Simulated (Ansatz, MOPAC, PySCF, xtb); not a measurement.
Noncovalent pair: HI (SMILES I) (first 2 atoms) with C3H8 (SMILES CCC); geometry from B3LYP-D3(BJ)/def2-TZVP, rigid monomers moved along the line of their centres of mass till H2···C3 is 3.91 Å.
(charge 0, multiplicity 1):
```xyz
13

I     -0.07539    -0.14269    -0.62459
H      0.20738    -0.56264     0.90848
C      0.64826    -1.14889     4.74723
C      0.02020    -0.00187     5.53443
C     -0.60721     1.06094     4.63642
H      1.09088    -1.89769     5.40655
H     -0.09858    -1.65657     4.13026
H      1.44069    -0.78436     4.08744
H      0.78134     0.46061     6.16947
H     -0.73987    -0.40151     6.21199
H     -1.04906     1.86931     5.22163
H      0.13678     1.50336     3.96935
H     -1.39625     0.63448     4.01208
```

Counterpoise-corrected where a basis set is named; no monomer relaxation.

The state that PM6 reach isn't checked.

Codes used: Ansatz (an electronic-structure program); MOPAC for PM6 (differences of heats of formation); PySCF for the dispersion terms; xtb for the GFN methods. Each number belongs to the level named beside it. In def2 rows elements past Kr take small-core potentials, without spin–orbit coupling.

Q: Estimate the interaction energy that PBE-D3(BJ)/def2-TZVPPD returns for this input.

A: -32 meV

Q: Estimate the interaction energy that GFN1-xTB returns for this input.

A: -21 meV

Q: What interaction energy does PM6 give?

A: -9 meV
